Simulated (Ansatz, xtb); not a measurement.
**Relative energy of two isomers of C3H6F2O3S**

We compare X, `CS(=O)(=O)OCC(F)F`, a singlet, with Y, `O=S(=O)(O)C[C@H](F)CF`, a singlet. Both are isolated molecules in the gas phase, relaxed with PBE0-D3(BJ)/def2-SVP; each stands in its lowest conformer found.

Task: Estimate E(Y) − E(X) at the level CCSD(T)/def2-SVP + ΔMP2/def2-TZVPP.

Result: Not settled: CCSD(T)/def2-SVP + ΔMP2/def2-TZVPP gives E(Y) − E(X) = −5.66 kJ/mol, but this leans on the basis-set step: CCSD(T) alone gives +5.79 kJ/mol.

Level by level:

```json
{"level": "PBE0-D3(BJ)/def2-SVP", "geometry": "PBE0-D3(BJ)/def2-SVP", "E(Y) − E(X) (kJ/mol)": "+4.66", "departure from the last row (kJ/mol)": "+10.32", "job, with rough time for the two": "optimisation, 84 s"}
{"level": "HF/def2-SVP", "geometry": "PBE0-D3(BJ)/def2-SVP", "E(Y) − E(X) (kJ/mol)": "+16.99", "departure from the last row (kJ/mol)": "+22.65", "job, with rough time for the two": "part of the CCSD(T) run"}
{"level": "MP2/def2-SVP", "geometry": "PBE0-D3(BJ)/def2-SVP", "E(Y) − E(X) (kJ/mol)": "+2.67", "departure from the last row (kJ/mol)": "+8.33", "job, with rough time for the two": "part of the CCSD(T) run"}
{"level": "CCSD(T)/def2-SVP", "geometry": "PBE0-D3(BJ)/def2-SVP", "E(Y) − E(X) (kJ/mol)": "+5.79", "departure from the last row (kJ/mol)": "+11.45", "job, with rough time for the two": "single point"}
{"level": "CCSD(T)/def2-SVP + ΔMP2/def2-TZVPP", "geometry": "PBE0-D3(BJ)/def2-SVP", "E(Y) − E(X) (kJ/mol)": "−5.66", "departure from the last row (kJ/mol)": "", "job, with rough time for the two": "single point, 3.5 min"}
```

As drawn, Y has 1 C–C, 1 O–H in place of 1 C–O, 1 C–H.

PBE0-D3(BJ)/def2-SVP, HF/def2-SVP, MP2/def2-SVP, CCSD(T)/def2-SVP put the two in the other order. The largest departure from CCSD(T)/def2-SVP + ΔMP2/def2-TZVPP is that of HF/def2-SVP, 22.65 kJ/mol. Levels run at GFN2-xTB geometries aren't shown. The last row adds to CCSD(T) the change of the MP2 difference between the two basis sets, here −11.45 kJ/mol.

With thermal terms from frequencies at re-optimised GFN2-xTB minima (ideal gas, soft modes damped towards free rotors, one conformer each, 298.15 K, 1 atm): on the last row, ΔE + ΔZPE = −4.35, ΔH = −5.15, ΔG = −2.10 kJ/mol.

The correlated steps freeze 13 core orbitals. Mirror images aren't counted in ΔG. Programs: Ansatz 0.2.0, xtb 6.7.1; the last row on 4 threads of Arm Neoverse V1 on a shared host.
